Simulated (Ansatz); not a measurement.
System: SnH$_{5}$ (charge -1, singlet). 
Coordinates optimised at B3LYP-D3(BJ)/def2-TZVP (Ansatz, a quantum-chemistry and plane-wave program):
```
Sn
H 1 1.7765
H 1 1.7765 2 120.00
H 1 1.7765 2 120.00 3 180.00
H 1 1.8796 2 90.00 3 -90.00
H 1 1.8796 2 90.00 5 180.00
```
Charge -1, spin multiplicity 1.

Basis-set convergence of Hartree-Fock and MP2 correlation energies (hartree) with Ansatz. Valence correlation only, unless marked. Spin-orbit coupling is left out. The frozen core is the preceding noble-gas configuration, with the filled d and f shells of earlier blocks. In def2 rows, elements after Kr have scalar-relativistic effective core potentials.

```
basis        functions       E(HF)  E(corr, MP2)
-----------  ---------  ----------  ------------
def2-SVPD           72  -216.15497      -0.14120
def2-TZVPPD        141  -216.16843      -0.16666
def2-QZVPPD        253  -216.17106      -0.17683
```

Extrapolating the two largest sets (X = 3 and 4) as X^-3: E(corr) = (64·(-0.17683) - 27·(-0.16666))/37 = -0.1843 Eh, an estimate of the basis-set limit. The largest set recovers 96.0 % of it, the smallest 76.6 %.
